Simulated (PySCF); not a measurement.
Electron correlation in C²⁺ (carbon, charge +2)

[He] 2p2, high-spin 3P determinant (an excited configuration). Calculation: PySCF 2.14, in aug-cc-pwCVDZ (5s4p2d, 27 functions); the non-relativistic Hamiltonian (point nucleus). Frozen: nothing; 4 electrons correlated.

```csv
level,correlation energy (mhartree)
CCSD,-36.19
(T),-0.02
CCSD(T),-36.21
CCSDT,-36.21
```

Diagnostics: T1 = 0.00062, D1 = 0.0010, largest double amplitude 0.022.

Cost of the coupled-cluster step: about 0.19 core-seconds, for 4 correlated electrons.

Iterations:

```
CC2 = 0
CCSD nocc = (np.int64(3), np.int64(1)), nmo = (27, 27)
frozen orbitals [[], []]
max_cycle = 100
direct = 0
conv_tol = 1e-08
conv_tol_normt = 1e-06
diis_space = 8
diis_start_cycle = 0
Init t2, MP2 energy = -0.0326979317543839
Init E_corr(UCCSD) = -0.0326979317553196
cycle = 1  E_corr(UCCSD) = -0.0357295827434093  dE = -0.00303165099  norm(t1,t2) = 0.00813364
cycle = 2  E_corr(UCCSD) = -0.0361117327867266  dE = -0.000382150043  norm(t1,t2) = 0.00188604
cycle = 3  E_corr(UCCSD) = -0.0361964700429792  dE = -8.47372563e-05  norm(t1,t2) = 0.000480123
cycle = 4  E_corr(UCCSD) = -0.0361918258290365  dE = 4.64421394e-06  norm(t1,t2) = 3.54603e-05
cycle = 5  E_corr(UCCSD) = -0.036192447448158  dE = -6.21619121e-07  norm(t1,t2) = 1.57133e-06
cycle = 6  E_corr(UCCSD) = -0.0361924293226936  dE = 1.81254644e-08  norm(t1,t2) = 1.61103e-07
cycle = 7  E_corr(UCCSD) = -0.0361924292386817  dE = 8.40118322e-11  norm(t1,t2) = 9.51706e-09
UCCSD converged
E(UCCSD) = -35.8699279161926  E_corr = -0.03619242923868172
UCCSD(T) correction = -1.825013729575e-05
```
